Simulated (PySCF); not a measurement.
Al(F)(OMe)2 (C₂H₆AlFO₂), SMILES C[O][Al]([O]C)[F]. Atoms are numbered in the order given.

```xyz
12

Al     0.2367     0.2629     0.2715
F      0.7895     1.6150     1.0509
O     -0.9998     0.3713    -0.8599
C     -1.8212     1.3309    -1.4387
H     -1.6286     2.3502    -1.0569
H     -1.6810     1.3524    -2.5338
H     -2.8837     1.0980    -1.2485
O      0.9476    -1.2083     0.6470
C      0.8258    -2.5419     0.2760
H      0.0512    -2.7059    -0.4954
H      1.7829    -2.9207    -0.1238
H      0.5658    -3.1647     1.1500
```

Geometry optimised at PBE0-D3(BJ)/def2-SVP. The structure was generated by enumeration; whether it is a known compound was not checked. Other conformers were not sampled.

Computed with B3LYP/pcSseg-1 run with PySCF.

GIAO shieldings, no solvent; atoms listed in one row are averaged. δ = σ(ref) − σ: ¹⁹F against CFCl3 (σ = 161.7 ppm); ¹⁷O against H2O (σ = 333.8 ppm); ¹³C against TMS (σ = 181.3 ppm); ¹H against TMS (σ = 31.68 ppm), references at their B3LYP-D3(BJ)/def2-TZVP geometries, non-relativistic.

Computed chemical shifts:
| nucleus | atoms | count | δ (ppm) |
|---|---|---|---|
| ¹⁹F | F2 | 1 | -219.4 |
| ¹⁷O | O3 | 1 | -1.7 |
| ¹⁷O | O8 | 1 | -4.5 |
| ¹³C | C4, C9 | 2 | 56.9 |
| ¹H | H5, H6, H7, H10, H11, H12 | 6 | 4.17 |
